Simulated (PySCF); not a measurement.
**How methods differ on the excitation energy of B²⁺**

B²⁺ [He] 2s1 (2S) → B²⁺ [He] 2p1 (2P), as a difference of total energies. All numbers are calculated (PySCF 2.14, scalar relativity by spin-free X2C-1e, in x2c-TZVPPall). Correlated levels: valence and next inner shell: nothing frozen. The calculations carry no spin-orbit coupling.

```json
{"method": "UHF", "excitation energy (eV)": "6.053"}
{"method": "LDA", "excitation energy (eV)": "5.362"}
{"method": "PBE", "excitation energy (eV)": "5.298"}
{"method": "PBE0", "excitation energy (eV)": "5.488"}
{"method": "r2SCAN", "excitation energy (eV)": "5.375"}
{"method": "M06-L", "excitation energy (eV)": "4.756"}
{"method": "TPSSh", "excitation energy (eV)": "5.403"}
{"method": "PW91", "excitation energy (eV)": "5.300"}
{"method": "ROHF", "excitation energy (eV)": "6.055"}
{"method": "MP2 (valence and next inner shell)", "excitation energy (eV)": "6.034"}
{"method": "SCS-MP2 (valence and next inner shell)", "excitation energy (eV)": "6.040"}
```

The basis was made for the ground configuration and has no added diffuse functions, so the excitation energy can come out too high.
